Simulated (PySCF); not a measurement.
`C=C1CC(C#CC)C1` in a uniform electric field

C₈H₁₀.
Structure used (PBE0-D3(BJ)/def2-SVP), in Å, numbered top down from 1:
```xyz
18
C8H10 angstrom
C     -2.737   -0.498    1.590
C     -1.605   -0.302    0.922
C     -0.347   -1.115    0.730
C     -0.082   -0.295   -0.567
C      1.267    0.160   -0.848
C      2.396    0.547   -1.065
C      3.749    1.013   -1.320
C     -1.142    0.735   -0.074
H     -2.877   -1.381    2.220
H     -3.564    0.215    1.528
H     -0.442   -2.207    0.632
H      0.411   -0.892    1.498
H     -0.481   -0.844   -1.435
H      4.489    0.227   -1.101
H      3.995    1.885   -0.695
H      3.879    1.309   -2.373
H     -0.657    1.594    0.417
H     -1.867    1.111   -0.811
```

Level: PBE0/def2-SVPD (PySCF); nuclei fixed, core orbitals frozen in the response. Permanent dipole (0.596, 0.154, -0.223) D (1 au = 2.5417 D). Static polarisability (au):

```
x   131.84  12.37 -24.24
y    12.37  79.61  -8.93
z   -24.24  -8.93  81.58
```

Only the terms in μ and α are kept: μ(F) = μ + αF and ΔE = −μ·F − ½ F·αF.

A field of 0.005 au (0.257 V/Å) is applied along each axis in both senses. Find the induced dipole, the size of the total dipole and the two energy terms.

```csv
field along,induced x (D),induced y (D),induced z (D),total size (D),−μ·F (kJ/mol),−½F·αF (kJ/mol)
+x,1.676,0.157,-0.308,2.353,-3.078,-4.327
−x,-1.676,-0.157,0.308,1.083,+3.078,-4.327
+y,0.157,1.012,-0.113,1.428,-0.795,-2.613
−y,-0.157,-1.012,0.113,0.970,+0.795,-2.613
+z,-0.308,-0.113,1.037,0.864,+1.152,-2.677
−z,0.308,0.113,-1.037,1.574,-1.152,-2.677
```

For the field (0.0045, -0.0010, -0.0030) au, what is the induced dipole, and what angle does it make with the field?

αF = (1.661, 0.007, -0.877) D, at 12.2° to the field. The polarisability along this direction, F·αF/F², is 131.34 au, against a mean of 97.68 au.

Which field along μ doubles the dipole in that direction (linear response)?

The polarisability along the dipole is 144.88 au, so F = 0.2576 au / 144.88 au = 0.0018 au = 0.09 V/Å; higher-order terms are ignored.

What field makes μF equal to kT at 200 K?

kT = 0.6334 × 10⁻³ Eh, so F = 0.00246 au = 12.6 MV/cm.

Induction energy −ᾱe²/2R⁴ of a unit charge at 12 Å, the molecule taken as a point?

R = 22.68 bohr, so the energy is −97.7/(2 × 22.68⁴) Eh = -0.485 kJ/mol. The charge–dipole term at its most favourable orientation, −μe/R², is -1.32 kJ/mol.

The structure is a single PBE0-D3(BJ)/def2-SVP conformer in the gas phase; no vibrational or solvent corrections.
